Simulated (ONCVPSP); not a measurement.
## Plane-wave convergence, ONCV potential for beryllium (Be)

* Element: Be (Z = 4)
* Generator: ONCVPSP 4.0.1
* Type: optimised norm-conserving Vanderbilt (ONCV)
* Functional: PBEsol
* Relativity: scalar-relativistic
* Frozen core: none
* Valence charge: 4
* Reference configuration: 1s2 2s2
* Partial waves: 1s+2s: rc 0.85 bohr, ncon 4, nbas 7, qcut 16.5 1/bohr, 2 projectors; p scattering state at 0.07 Ha: rc 0.80 bohr, ncon 3, nbas 7, qcut 9.5 1/bohr, 2 projectors, debl 2.6 Ha; d scattering state at 0.23 Ha: rc 0.90 bohr, ncon 3, nbas 8, qcut 9.3 1/bohr, 2 projectors, debl 1.9 Ha
* Local potential: polynomial inside 0.50 bohr (lpopt 5, dvloc0 1 Ha)
* Core correction: none

**Question.** For each optimised wave give the share of its norm inside rc, the residual kinetic energy above qcut (Ha) and the cutoffs (Ha) for errors of 10, 1, 0.1 and 0.01 mHa per electron.

**Answer.**

| wave | norm inside rc | residual KE | 10 mHa | 1 mHa | 0.1 mHa | 0.01 mHa |
| --- | --- | --- | --- | --- | --- | --- |
| 1s | 0.935 | 8.4e-08 | 67.3 | 85.8 | 101.2 | 113.8 |
| 2s | 0.023 | 2.0e-08 | 42.1 | 67.3 | 88.9 | 106.3 |
| p projector 1 | 0.046 | 4.0e-05 | 11.6 | 25.1 | 38.6 | 143.3 |
| p projector 2 | 0.115 | 2.5e-04 | 22.4 | 37.2 | 50.9 | 159.4 |
| d projector 1 | 0.000 | 1.4e-08 | 1.1 | 2.5 | 6.0 | 15.0 |
| d projector 2 | 0.015 | 1.7e-06 | 6.4 | 14.2 | 26.2 | 36.3 |

The occupied waves need 86 Ha and 101 Ha for 1 and 0.1 mHa. Rows with under 1 % of the norm inside rc give no meaningful cutoff. Its largest configuration-test error is +1067 meV.
